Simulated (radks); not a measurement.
Results of a calculation; reference values are marked as such.
Kinetic energies: the exact non-interacting value of the Kohn-Sham orbitals and orbital-free approximations, as 100 (|E| - |E exact|)/|E exact|, negative where the magnitude is too small. Species: Kr [Kr]; Cr [Ar] 3d5 4s1; Cu [Ar] 3d10 4s1; Sr2+ [Kr]; Ru3+ [Kr] 4d5. Code: a radial shooting solver on a logarithmic mesh with Libxc functionals. Model: non-relativistic Kohn-Sham, exchange-only B88, spin-polarised, spherical densities, point nucleus. Every spin shell is full or empty, so the densities are truly spherical. Functionals are evaluated on that one density, not self-consistently.

[
 {"functional": "exact (hartree)", "Kr": "2752.10", "Cr": "1043.49", "Cu": "1639.28", "Sr2+": "3131.01", "Ru3+": "4439.75"},
 {"functional": "Thomas-Fermi", "Kr": "-5.87", "Cr": "-6.71", "Cu": "-6.46", "Sr2+": "-5.76", "Ru3+": "-5.49"},
 {"functional": "von Weizsacker", "Kr": "-53.66", "Cr": "-46.59", "Cu": "-50.07", "Sr2+": "-54.47", "Ru3+": "-56.60"},
 {"functional": "TF + vW", "Kr": "+40.46", "Cr": "+46.70", "Cu": "+43.47", "Sr2+": "+39.77", "Ru3+": "+37.91"},
 {"functional": "TF + vW/9", "Kr": "-0.73", "Cr": "-0.78", "Cu": "-0.91", "Sr2+": "-0.70", "Ru3+": "-0.67"},
 {"functional": "LC94", "Kr": "+0.04", "Cr": "-0.03", "Cu": "-0.15", "Sr2+": "+0.06", "Ru3+": "+0.08"},
 {"functional": "revAPBEK", "Kr": "+0.33", "Cr": "+0.36", "Cu": "+0.19", "Sr2+": "+0.34", "Ru3+": "+0.33"},
 {"functional": "Perdew 92", "Kr": "-0.72", "Cr": "-0.77", "Cu": "-0.90", "Sr2+": "-0.69", "Ru3+": "-0.66"},
 {"functional": "Thakkar", "Kr": "-0.48", "Cr": "-0.39", "Cu": "-0.58", "Sr2+": "-0.48", "Ru3+": "-0.51"},
 {"functional": "Pearson", "Kr": "-1.06", "Cr": "-1.37", "Cu": "-1.35", "Sr2+": "-1.02", "Ru3+": "-0.95"},
 {"functional": "LKT", "Kr": "+21.77", "Cr": "+25.83", "Cu": "+23.63", "Sr2+": "+21.34", "Ru3+": "+20.20"},
 {"functional": "PG1", "Kr": "+17.19", "Cr": "+20.62", "Cu": "+18.71", "Sr2+": "+16.85", "Ru3+": "+15.91"},
 {"functional": "DePristo-Kress", "Kr": "-0.08", "Cr": "-0.09", "Cu": "-0.23", "Sr2+": "-0.06", "Ru3+": "-0.06"},
 {"functional": "Ernzerhof", "Kr": "-0.39", "Cr": "-0.31", "Cu": "-0.52", "Sr2+": "-0.37", "Ru3+": "-0.37"}
]
